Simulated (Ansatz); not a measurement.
Te₂W. The state is a singlet with charge 0. Geometry PBE0-D4/def2-TZVP, that of the neutral singlet.

```xyz
3

W     0.7337   -0.4467    0.3742
Te    0.7418    1.8207   -0.4540
Te   -1.4756   -1.3740    0.0799
```

In the def2 sets Te, W take a core potential; there is no spin–orbit coupling. At PBE-D4/def2-TZVP, r2SCAN-D4/def2-TZVP, PBE0-D4/def2-TZVP the unrestricted singlet has broken spin symmetry (⟨S²⟩ up to 0.94). At PBE0-D4/def2-TZVP a triplet of charge 0 lies 0.37 eV below the unrestricted singlet, which stands at the restricted singlet's geometry. The structure comes from a short search, and lower isomers may exist.

(1) Estimate the orbital energies around the gap (eV) in Ansatz with PBE-D4/def2-TZVP, r2SCAN-D4/def2-TZVP, PBE0-D4/def2-TZVP.

Answers

(1) 
```tsv
orbital	PBE-D4/def2-TZVP	r2SCAN-D4/def2-TZVP	PBE0-D4/def2-TZVP
HOMO−5	-7.23	-7.51	-8.31
HOMO−4	-7.23	-7.46	-8.22
HOMO−3	-6.59	-6.83	-7.58
HOMO−2	-6.51	-6.81	-7.53
HOMO−1	-5.61	-5.80	-6.43
HOMO	-5.00	-5.48	-6.24
LUMO	-4.12	-4.04	-3.40
LUMO+1	-3.78	-3.47	-2.82
LUMO+2	-3.43	-3.41	-2.75
LUMO+3	-2.90	-2.84	-2.29
LUMO+4	-1.97	-1.80	-1.37
LUMO+5	-0.30	-0.12	0.33
β HOMO	-5.00	-5.48	-6.24
β LUMO	-4.12	-4.04	-3.40
```
